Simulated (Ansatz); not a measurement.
Energy difference R1 + R2 → P1, each structure at its B3LYP-D3(BJ)/def2-TZVP stationary point, reached from a drawn start (curvature not checked).
R1, CF3 (SMILES F[C](F)F) (charge 0, multiplicity 2):
```xyz
4

F     -0.57355    -0.61749     0.94189
C      0.26597    -0.12544     0.04829
F     -0.10287    -0.43703    -1.18148
F      0.41055     1.17996     0.19130
```
R2: F atom, charge 0, multiplicity 2.
P1: CF4 (SMILES FC(F)(F)F), charge 0, multiplicity 1.

P less R. No zero-point or thermal terms; singlets are restricted closed shells; open shells are unrestricted; no spin–orbit coupling.

Cores are frozen in the correlated methods.

Programs: Ansatz (Gaussian basis) for Hartree–Fock, density functionals and correlated methods. No computed number here is a measurement.

### Question
What is the computed reaction energy (PBE/def2-TZVPP)?

### Answer
-132.0 kcal/mol

### Question
What is the computed reaction energy (B3LYP/def2-TZVPP)?

### Answer
-125.6 kcal/mol

### Question
Predict the reaction energy from MP2/cc-pVDZ.

### Answer
-130.9 kcal/mol

Ansatz is an electronic-structure program.
